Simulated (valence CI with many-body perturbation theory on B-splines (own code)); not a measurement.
# V III: calculated level list

Calculated by relativistic CI+MBPT: three valence electrons over a frozen Dirac-Fock core [Ar], radial functions for each j: 7 s, 7 p, 8 d, 6 f, 4 g, 1 h, with the one-electron correlation potential Σ1 (screened to all orders), the two-electron term Σ2, the three-electron term Σ3, Breit, model QED; selected single and double excitations, second order for the rest, scaled by the run's own slope (own B-spline code, finite nucleus).

Set against measurement, 62 paired levels are off by 1108 cm⁻¹ on average, the worst by 2012. These come from a selection out of Sugar and Corliss, J. Phys. Chem. Ref. Data 7, 1191 (1978). Levels without a partner in it may be off by more, other configurations by 1,000 to 8,000 cm⁻¹. 2 measured levels below the end of the list, from 89458 cm⁻¹ on, found no clear computed partner, and computed levels of the same name lie up to 2347 cm⁻¹ from them.

Levels 181 to 201 of 201, with energies above the lowest level, 3d3 4F_3/2. "Leading %" is the weight of the configuration and term that name the level; weights of strongly mixed levels are sums over their largest components and can fall short. In the jj column 3d3/2^4 stands for four electrons in 3d with j = 3/2. Lifetimes count E1, E2, E3, M1 and M2 decay at the calculated energies, and are blank where another channel may lead or the interval is too uncertain; long ones can be off by a factor of two.

```tsv
No.	Configuration	Term	J	E (cm⁻¹)	Leading %	Lifetime	g	Leading jj
181	3d.4s.4p	4F°	9/2	160101	73	1.97 ns	1.315	3d5/2 4s 4p3/2 (73 %)
182	3d2.5p	2G°	9/2	160300	89	1.46 ns	1.131	3d5/2^2 5p3/2 (38 %)
183	3d2.4d	2H	9/2	160651	95	752 ps	0.910	3d3/2 3d5/2 4d3/2 (45 %)
184	3d2.4d	2H	11/2	160684	95	756 ps	1.091	3d3/2 3d5/2 4d5/2 (70 %)
185	3d2.5s	2G	9/2	162159	98	924 ps	1.111	3d3/2 3d5/2 5s (77 %)
186	3d2.5s	2G	7/2	162160	98	924 ps	0.888	3d3/2 3d5/2 5s (77 %)
187	3d.4s.4p	4P°	1/2	163040	93	829 ps	2.667	3d3/2 4s 4p3/2 (81 %)
188	3d.4s.4p	4P°	3/2	163070	93	828 ps	1.732	3d3/2 4s 4p3/2 (47 %)
189	3d.4s.4p	4P°	5/2	163186	93	828 ps	1.599	3d5/2 4s 4p3/2 (45 %)
190	3d2.4d	2F	7/2	163488	95	813 ps	1.143	3d3/2 3d5/2 4d5/2 (45 %)
191	3d2.4d	2F	5/2	163546	94	815 ps	0.857	3d3/2 3d5/2 4d5/2 (38 %)
192	3d2.4d	2D	3/2	165462	95	854 ps	0.799	3d3/2 3d5/2 4d5/2 (68 %)
193	3d2.4d	2D	5/2	165465	95	852 ps	1.199	3d3/2 3d5/2 4d3/2 (43 %)
194	3d.4s.4p	2F°	5/2	166132	93	632 ps	0.857	3d5/2 4s 4p1/2 (50 %)
195	3d.4s.4p	2F°	7/2	166391	93	618 ps	1.143	3d3/2 4s 4p3/2 (47 %)
196	3d.4s.4p	2P°	3/2	168309	83	766 ps	1.334	3d5/2 4s 4p3/2 (39 %)
197	3d.4s.4p	2P°	1/2	168693	78	775 ps	0.671	3d5/2 4s 4p3/2 (66 %)
198	3d2.5p	2F°	5/2	169723	91	1.86 ns	0.880	3d5/2^2 5p1/2 (34 %)
199	3d2.5p	2P°	3/2	169739	74	2.91 ns	1.315	3d3/2 3d5/2 5p1/2 (26 %)
200	3d2.5p	2P°	1/2	169871	68	2.76 ns	0.808	3d3/2 3d5/2 5p3/2 (38 %)
201	3d2.5p	2F°	7/2	169909	95	1.84 ns	1.148	3d5/2^2 5p3/2 (36 %)
```

Names give the largest LS component (configuration and term), which can be under half, so a name can repeat, a term be missing and a line seem to break the LS rules; names also repeat where a configuration has a term twice.

Where two levels of one J and parity lie close, their mixing, g and order are uncertain.
